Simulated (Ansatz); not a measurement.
Consider the ligand exchange at the Si–N bond: `O[Si@@H](Cl)N[Si@@H](O)Cl` + `O[SiH](O)O` → `O[SiH](O)O[SiH](O)Cl` + `N[SiH](O)Cl`.

Gas-phase electronic energies from Ansatz, PBE0-D4/def2-TZVP geometries. CCSD(T)/CBS is the MP2 limit (def2-TZVPP, def2-QZVPP) plus CCSD(T) − MP2 in def2-TZVPP, frozen cores. Functionals use def2-TZVPP. B3LYP here is the variant with VWN-RPA as its local correlation; programs differ in this. One conformer a species, not always the lowest.

(1) Is it downhill or uphill in electronic energy at CCSD(T)/CBS, and by how much? (An estimate is asked.)

(2) What do these levels give: PBE-D4, B3LYP-D4, ωB97M-V, HF/def2-TZVPP, MP2/def2-TZVPP, CCSD/CBS(def2)? (Best estimate.)

Largest T1 diagnostic among the species: 0.011.

Results:

(1) The calculation gave: Downhill: ΔE = -56.1 kJ/mol.

(2) Ansatz gave: PBE-D4 -50.3, B3LYP-D4 -58.0, ωB97M-V -55.2, HF/def2-TZVPP -67.1, MP2/def2-TZVPP -53.8, CCSD/CBS(def2) -58.0 kJ/mol.

In def2-TZVPP, CCSD(T) changes the Hartree–Fock value by +12.2 kJ/mol (the triples alone add +1.8 kJ/mol) and MP2 by +13.3 kJ/mol.
